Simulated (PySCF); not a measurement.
Ge(Cl)2 anion (Cl₂Ge), SMILES [Cl][Ge][Cl] (connectivity only; charge and spin as stated), charge -1, multiplicity 2. Atoms are numbered in the order given.

```xyz
3

Ge     0.0000     0.0000     0.7907
Cl     0.0000    -1.7915    -0.7442
Cl     0.0000     1.7915    -0.7442
```
Charge -1, spin multiplicity 2.

The structure is a stationary point at r2SCAN-D4/def2-SVPD. The multiplicity is an assumed one; other spin states were not compared. The isomer is the one that the SMILES or the coordinates give; other isomers of the formula were not compared.

All values below come from B3LYP/def2-TZVPD in PySCF.

Isolated molecule, no solvent. A positive occupied level means that this level leaves the electron formally unbound; only the finite basis holds it.

| Property | Result |
|---|---|
| total energy | -2997.65491 hartree |
| point group | C2v |
| α spin, highest occupied and lowest empty level | 0.39 and 3.43 eV |
| β spin, highest occupied and lowest empty level | -2.56 and 2.76 eV |
| dipole moment about the centre of nuclear charge | 1.87 D |
| mean static polarisability | 90.1 bohr³ (13.36 Å³) |
| polarisability, principal values | 79.0, 89.9, 101.6 bohr³ |
| ⟨S²⟩ | 0.753 (pure state 0.75) |
